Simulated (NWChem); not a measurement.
Correlation energy of In (+1)

```xyz
1

In     0.0000     0.0000     0.0000
```
Charge +1, spin multiplicity 1.

All runs are NWChem calculations.

Basis set: def2-TZVP. Each correlation energy counts from its own Hartree-Fock reference.

Effective core potentials replace the inner electrons of In; spin-orbit coupling is left out. The correlated methods keep 4 core orbitals frozen. Coupled-cluster values serve here as a point of comparison, not as the truth.

**Question.** One of these methods gave a correlation energy of -240.8 mHa. Which?
(A) CR-CCSD(T)
(B) SCS-MP2
(C) CCSD

**Answer.** A, CR-CCSD(T). The others give -217.0 (SCS-MP2), -235.9 (CCSD).
